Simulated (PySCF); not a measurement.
**Stationary points of TaO₂Cl**

Method: PBE in PySCF with Ta def2-SVP with ECP60, O def2-SVP, Cl def2-SVP; scalar-relativistic core potentials, no spin–orbit coupling; density-fitted integrals.

Relaxations began from a few typed shapes. The search is not exhaustive: other isomers or separated fragments can lie lower, and high-lying points may rest on an excited occupation.

| spin | group | bonds | angles | imaginary modes (cm⁻¹) | ΔE (kJ/mol) | ΔE with ZPE (kJ/mol) |
| --- | --- | --- | --- | --- | --- | --- |
| singlet | Cs | Ta–Cl 2.329 Å, Ta–O 1.746 Å (×2) | Cl–Ta–O 107.3° (×2), O–Ta–O 104.5° | none | 0.0 | 0.0 |
| singlet | Cs | Ta–Cl 2.329 Å, Ta–O 1.746 Å (×2) | Cl–Ta–O 107.2° (×2), O–Ta–O 104.6° | none | 0.2 | 0.1 |
| singlet | C2v | Ta–Cl 2.382 Å, Ta–O 1.750 Å (×2) | Cl–Ta–O 125.2° (×2), O–Ta–O 109.5° | 133i | 42.1 | – |
| singlet | C2v | Ta–Cl 2.381 Å, Ta–O 1.750 Å (×2) | Cl–Ta–O 125.2° (×2), O–Ta–O 109.6° | 1 found | 42.4 | – |

The lowest minimum found is the singlet Cs: Ta–Cl 2.329 Å, Ta–O 1.746 Å (×2); Cl–Ta–O 107.3° (×2), O–Ta–O 104.5°.

Formally Ta is in oxidation state +5, d0. The polar-tensor charge on Ta, 1.72, is far below the formal one.

For the lowest minimum: with an element this heavy the missing spin–orbit coupling can shift these numbers.
